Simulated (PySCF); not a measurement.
Ge(H)2(PH2)2 (GeH₆P₂), SMILES [PH2][GeH2][PH2]. Heavy atoms are numbered as in [GeH2:1]([PH2:2])[PH2:3]. Hydrogens are named by the atom that carries them.

The structure is a stationary point at PBE-D3(BJ)/def2-SVP. This is a generated structure with no PubChem entry under its InChIKey; it may be hypothetical. One conformer was computed; it need not be the lowest.

These are HF/pcSseg-1 run with PySCF values and carry that method's errors.

GIAO shieldings, no solvent; atoms alike by connectivity are averaged. δ = σ(ref) − σ: ⁷³Ge against GeH4 (σ = 1776.1 ppm); ³¹P against PH3 (σ = 598.4 ppm); ¹H against TMS (σ = 31.99 ppm), references at their B3LYP-D3(BJ)/def2-TZVP geometries, non-relativistic.

```tsv
atoms	nucleus	count	δ (ppm)
Ge1 (GeH2)	⁷³Ge	1	125.3
P2 (PH2)	³¹P	2	12.5
H on Ge1	¹H	2	[?]
H on P2	¹H	4	[?]
```

**Question.** Fill in the missing entries. (Estimate from the structure and the level; the computed values follow.)

**Answer.** 
- H on Ge1, δ (ppm): 4.41
- H on P2, δ (ppm): 2.18
